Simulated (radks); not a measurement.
Neutral neon, [Ne]. All-electron calculation, non-relativistic Kohn-Sham, exchange-only B88, spin-polarised, spherical densities, point nucleus. Program: a radial shooting solver on a logarithmic mesh with Libxc functionals. Every spin shell is full or empty, so the densities are truly spherical. Functionals are evaluated on that one density, not self-consistently. Rank these orbital-free kinetic functionals by their error against the exact value of the orbitals, and give that value: Thomas-Fermi, TF + vW, TF + vW/5, LC94, APBEK, revAPBEK, Thakkar, Pearson, LKT, PG1, DePristo-Kress, Ernzerhof.

Answer. Exact: 128.590 hartree. From best to worst, with 100 (|E| - |E exact|)/|E exact| (equal figures are ties): APBEK -0.06, Ernzerhof +0.11, LC94 -0.20, Thakkar -0.24, revAPBEK +0.41, DePristo-Kress -0.44, Pearson -2.56, TF + vW/5 +5.46, Thomas-Fermi -8.58, PG1 +29.98, LKT +36.50, TF + vW +61.65.
